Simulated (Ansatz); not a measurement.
Basis-set extrapolation for C$_{3}$H$_{7}$ClSi (`C=C([SiH3])CCl`) (PBE0-D4/def2-TZVP geometry, frozen core, the Gaussian-basis code of Ansatz). Multiplicity 1, RHF reference.

```json
{"": "HF", "def2-TZVPP": "-866.153318", "def2-QZVPP": "-866.180361"}
{"": "MP2 correlation", "def2-TZVPP": "-0.812293", "def2-QZVPP": "-0.872500"}
{"": "CCSD(T) correlation", "def2-TZVPP": "-0.910884", "def2-QZVPP": "not run"}
```

Energies in hartree. Use E(X) = E(∞) + A·exp(−7.88·√X) for Hartree–Fock and E(X) = E(∞) + B·X^(−2.97) for correlation, with X = 3 and 4, and add CCSD(T) minus MP2 of the smaller set to the MP2 limit.

Question: What is the CCSD(T) energy at the basis-set limit?

Answer: HF limit: -866.180361 + (-0.027043) × 0.13774 = -866.18409. MP2 limit: -0.872500 + (-0.060207) × 0.74074 = -0.91710. Higher-order term: -0.910884 − (-0.812293) = -0.09859. Total: -867.19978 hartree, 356.0 kJ/mol below CCSD(T)/def2-TZVPP.
